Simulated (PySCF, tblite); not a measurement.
Species: C4H7B3Cl2.
SMILES: `BC[C@H](BB(Cl)Cl)C#C`

Jobs on this species (16 atoms, 80 electrons) with PySCF (density fitting) and tblite. Hardware of each: Arm Neoverse V2, one thread, on a shared host. Times come from a shared host and carry two figures at best.

Question: Rank these jobs by wall time, shortest first.
A. GFN2-xTB; L-BFGS relaxation
B. PBE0/pcSseg-1; shieldings, charges and field gradients; 202 basis functions
C. PBE0/def2-SVPD; 8 singlets by full TDDFT, 3 Tamm–Dancoff triplets, polarisability; 250 basis functions
D. GFN2-xTB; Hessian by finite differences

Answer: D (0.56 s), A (0.92 s), B (34 s), C (61 s).

All jobs:

| level and settings | work | basis functions | SCF cycles | wall time |
| --- | --- | --- | --- | --- |
| GFN2-xTB | Hessian by finite differences | – | – | 0.56 s |
| GFN2-xTB | L-BFGS relaxation | – | – | 0.92 s |
| PBE0/pcSseg-1 | shieldings, charges and field gradients | 202 | 14 | 34 s |
| PBE0/def2-SVPD | 8 singlets by full TDDFT, 3 Tamm–Dancoff triplets, polarisability | 250 | 14 | 61 s |

Q: What do all jobs in the table cost together?

A: About 96 s; the longest takes about 63 % of that, and about 110 times as long as the shortest.
